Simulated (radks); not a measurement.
Question: The tin ion Sn9+, 41 electrons, occupied as [Kr] 4d5. All-electron calculation, scalar-relativistic Kohn-Sham, exchange-only LDA, spin-polarised, spherical densities, point nucleus; open shells are filled with parallel spins first (spin-orbit coupling, left out, can overturn this in heavy ions). Program: a radial shooting solver on a logarithmic mesh with Libxc functionals. Some entries of the table are withheld. Estimate them.

| orbital | occ. | eigenvalue (eV) | <r> (bohr) | <r^2> (bohr^2) |
|---|---|---|---|---|
| 1s up | 1 | -29144.21 | 0.02908 | 0.001145 |
| 1s down | 1 | -29144.17 | 0.02908 | 0.001145 |
| 2s up | 1 | -4542.130 | 0.1256 | 0.01860 |
| 2s down | 1 | -4540.374 | 0.1256 | 0.01860 |
| 2p up | 3 | -4096.715 | 0.1096 | 0.01467 |
| 2p down | 3 | -4095.317 | 0.1096 | 0.01467 |
| 3s up | 1 | -1006.401 | 0.3395 | 0.1318 |
| 3s down | 1 | -1005.141 | 0.3393 | 0.1316 |
| 3p up | 3 | -860.9578 | 0.3376 | 0.1323 |
| 3p down | 3 | -859.5974 | 0.3373 | 0.1320 |
| 3d up | 5 | -637.0059 | 0.3139 | 0.1169 |
| 3d down | 5 | -635.2427 | 0.3136 | 0.1166 |
| 4s up | 1 | -288.0209 | 0.7911 | 0.7048 |
| 4s down | 1 | -281.5039 | 0.7899 | 0.7032 |
| 4p up | 3 | -241.8592 | 0.8387 | 0.7971 |
| 4p down | 3 | -235.2793 | 0.8383 | 0.7971 |
| 4d up | 5 | -172.6291 | 0.9346 | 1.004 |
| 4d down | 0 | -166.1162 | 0.9377 | 1.012 |
| 5s up | 0 | -120.7598 | 1.619 | 2.920 |
| 5s down | 0 | -116.7873 | 1.644 | 3.010 |
| 5p up | 0 | (1) | 1.748 | 3.415 |
| 5p down | 0 | (2) | 1.781 | 3.543 |

Answer: 
(1) 5p up eigenvalue (eV): -105.1177
(2) 5p down eigenvalue (eV): -101.6194
